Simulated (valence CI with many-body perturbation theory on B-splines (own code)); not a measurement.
# Assign the levels of Rb XXIII

Calculated by configuration interaction combined with many-body perturbation theory (CI+MBPT): five valence electrons over a frozen Dirac-Fock core [Ne], a basis of 11 s, 11 p, 10 d, 8 f, 5 g, 2 h functions for each j, with the one-electron correlation potential Σ1 (screened to all orders), the two-electron term Σ2, the three-electron term Σ3, Breit, model QED; selected single and double excitations, second order for the rest, scaled by the run's own slope (own B-spline code, finite nucleus).

No measured spectrum was set against this ion. As an estimate, levels of excited configurations hold to 0.05 to 0.15 % of their energy, terms of the ground configuration to about 0.5 %. Among the levels kept, up to 3400 cm⁻¹ of a level comes from second order outside the variational space, and about a tenth of that is noise between levels of different J, which matters for small intervals.

```json
{"No.": "3", "J": "5/2", "Parity": "odd", "E (eV)": "14.715", "g": "1.198"}
{"No.": "4", "J": "1/2", "Parity": "odd", "E (eV)": "20.663", "g": "0.663"}
{"No.": "6", "J": "5/2", "Parity": "even", "E (eV)": "67.492", "g": "1.561"}
{"No.": "7", "J": "3/2", "Parity": "even", "E (eV)": "74.624", "g": "1.611"}
{"No.": "8", "J": "1/2", "Parity": "even", "E (eV)": "76.247", "g": "2.561"}
{"No.": "16", "J": "7/2", "Parity": "even", "E (eV)": "102.188", "g": "1.231"}
{"No.": "19", "J": "3/2", "Parity": "even", "E (eV)": "104.807", "g": "1.119"}
{"No.": "20", "J": "9/2", "Parity": "even", "E (eV)": "106.311", "g": "1.280"}
```

Energies count from the lowest level. Strongly mixed levels and levels close to another of their J and parity are left out, so the numbers can have gaps.

(1) Give configuration and LS term of each level.

Answers

(1) 3: 3s2 3p3 2D°; 4: 3s2 3p3 2P°; 6: 3s 3p4 4P; 7: 3s 3p4 4P; 8: 3s 3p4 4P; 16: 3s2 3p2 3d 4F; 19: 3s2 3p2 3d 4D; 20: 3s2 3p2 3d 4F.
